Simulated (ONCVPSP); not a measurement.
rubidium (Rb): excitation energies, all-electron against ONCV

rubidium, optimised norm-conserving Vanderbilt (ONCV), made with ONCVPSP 4.0.1 (LDA (Perdew-Zunger), scalar-relativistic). Core [Ar] 3d10, reference 4s2 4p6 (charge +1). Waves: 4s: rc 1.95 bohr, ncon 4, nbas 7, qcut 6.1 1/bohr, 2 projectors, debl 0.9 Ha; 4p: rc 2.45 bohr, ncon 3, nbas 6, qcut 4.9 1/bohr, 3 projectors, debl 2 Ha; d scattering state at 0.09 Ha: rc 1.85 bohr, ncon 3, nbas 6, qcut 5.1 1/bohr, 1 projector. Local part: polynomial inside 1.50 bohr (lpopt 5, dvloc0 0 Ha). Core correction: Teter function, fcfact 4.25, rcfact 1.15.

In the s channel the program set the typed energies aside and used -1.389, 0.250 Ha. In the d channel the program set the typed energies aside and used 0.050 Ha.

Energies are relative to the spin-unpolarised reference configuration 4s2 4p6; without spin polarisation the order of configurations can differ from experiment.

(1) Give the all-electron excitation energy and the error of the potential for: 4s2 4p6 5s1; 4s2 4p6 5s0.5; 4s2 4p6 5p1; 4s2 4p6 4d0.5 5s0.5.

Levels in the configuration 4s2 4p6 5s0.5:

| level | all-electron (eV) | pseudo (eV) |
| --- | --- | --- |
| 4s | -34.688 | -34.689 |
| 4p | -18.733 | -18.734 |
| 5s | -4.292 | -4.292 |

Answers

(1)

```json
{"valence configuration": "4s2 4p6 5s1", "charge": "0", "ΔE all-electron (eV)": "-4.277", "error AE − PS (meV)": "+0.2"}
{"valence configuration": "4s2 4p6 5s0.5", "charge": "+0.5", "ΔE all-electron (eV)": "-2.618", "error AE − PS (meV)": "+0.1"}
{"valence configuration": "4s2 4p6 5p1", "charge": "0", "ΔE all-electron (eV)": "-2.657", "error AE − PS (meV)": "+0.2"}
{"valence configuration": "4s2 4p6 4d0.5 5s0.5", "charge": "0", "ΔE all-electron (eV)": "-3.120", "error AE − PS (meV)": "-0.1"}
```
